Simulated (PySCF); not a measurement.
Ge(H)3(NH2) (GeH5N), SMILES [NH2][GeH3]. Heavy atoms are numbered as in [GeH3:1][NH2:2]. Hydrogens are named by the atom that carries them.

Geometry optimised at PBE0-D3(BJ)/def2-TZVP.

Method: HF/pcSseg-2 (PySCF).

GIAO shieldings, no solvent; atoms alike by connectivity are averaged. δ = σ(ref) − σ: ⁷³Ge against GeH4 (σ = 1766.1 ppm); ¹⁵N against NH3 (σ = 262.2 ppm); ¹H against TMS (σ = 31.98 ppm), references at their B3LYP-D3(BJ)/def2-TZVP geometries, non-relativistic.

```tsv
nucleus	atoms	count	δ (ppm)
⁷³Ge	Ge1 (GeH3)	1	145.2
¹⁵N	N2 (NH2)	1	-16.1
¹H	H on Ge1	3	4.49
¹H	H on N2	2	-0.28
```
